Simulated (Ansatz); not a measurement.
Relaxation of ClF₂HSi (5 atoms, charge 0, multiplicity 1), to a largest force component of 0.02 eV/Å in at most 40 steps.

The calculation used RKS BHLYP-D4/def2-SVP in Ansatz 0.2.0.

```xyz
5
Properties=species:S:1:pos:R:3:forces:R:3
Si 0.000 0.000 0.000 0.54 0.00 1.65
Cl 0.000 0.000 2.130 -0.14 0.00 -1.81
H 1.377 0.000 -0.486 -0.09 0.00 0.02
F -0.749 1.297 -0.529 -0.16 -0.08 0.07
F -0.749 -1.297 -0.529 -0.16 0.08 0.07
```

Task: Where does it end, and by what steps?

Result: The forces met the threshold. After 4 steps the energy has fallen by 0.113 eV; Cl2 moved furthest, 0.08 Å.

```
step  energy less start (eV)  largest force component (eV/Å)  accepted
   0                  0.0000                           1.813       yes
   1                 -0.1021                           0.629       yes
   2                 -0.1115                           0.118       yes
   3                 -0.1124                           0.096       yes
   4                 -0.1129                           0.016       yes
```

```xyz
5
Properties=species:S:1:pos:R:3
Si 0.026 0.000 0.028
Cl -0.023 0.000 2.053
H 1.386 0.000 -0.492
F -0.755 1.283 -0.502
F -0.755 -1.283 -0.502
```

Whether the end is a true minimum wasn't checked by a vibrational analysis.

Run time: 14 s on 1 thread of Arm Neoverse V1 (shared host), peak memory 0.13 GiB.
